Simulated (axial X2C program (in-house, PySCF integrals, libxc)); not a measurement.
# Which molecule has these constants?

Calculated with an in-house relativistic program for diatomic molecules, spin-free (one-electron X2C) or two-component (2c: spin–orbit coupling with atomic mean-field Coulomb and Gaunt terms, which also bring small scalar terms), in Dyall basis sets with cores contracted in-house; open shells are unrestricted.

A two-component CCSD(T) calculation in a Dyall 3-zeta basis gave Re = 1.924 Å, ωe = 602.3 cm⁻¹, De = 2.71 eV, Ω = 0.

Question: Which molecule is it?
A. IF
B. ICl
C. IBr

Answer: A. The others have ICl 2.353 Å and 373.0 cm⁻¹ (Ω = 0); IBr 2.501 Å and 260.1 cm⁻¹ (Ω = 0).

Frozen shells (counts by l): IF I 4s3p2d, F 1s, 14 electrons correlated; ICl I 4s3p2d, Cl 2s1p, 14 electrons correlated; IBr I 4s3p2d, Br 3s2p1d, 14 electrons correlated. Coupled cluster in natural virtuals with an MP2 remainder. Where the outer core of a metal is frozen, bonds come out longer and ionisation energies lower.

Each entry is the lowest single determinant of a limited PBE0 search at one distance. De goes to single-determinant-based atoms at the same level (for ions the charge split of lowest energy) and is withheld (n/a) where an atom does not fit its ground term or J level. Main or longest-lived isotopes.
